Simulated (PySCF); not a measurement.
A structure optimised at PBE-D3(BJ)/def2-SVP, used in a PySCF frequency run:

```xyz
15

C     -1.3561     1.3677     0.4421
C     -1.0228     0.1042     0.0784
C     -1.9796    -1.0587     0.1227
N      0.2300    -0.2169    -0.4654
C      1.3099     0.0788     0.1578
C      2.6657    -0.1659    -0.4240
H     -2.3734     1.6064     0.7842
H     -0.6377     2.1949     0.3404
H     -1.5876    -1.8610     0.7836
H     -2.0838    -1.5054    -0.8876
H     -2.9767    -0.7534     0.4905
H      1.2701     0.5425     1.1765
H      3.2694    -0.8174     0.2435
H      2.5804    -0.6352    -1.4219
H      3.2260     0.7897    -0.5140
```
Charge 0, spin multiplicity 1.

Write its SMILES and formula.

C=C(C)/N=C/C, C5H9N

What are its rotational constants (standard atomic weights)?

7.9846, 2.0071, 1.6893 GHz
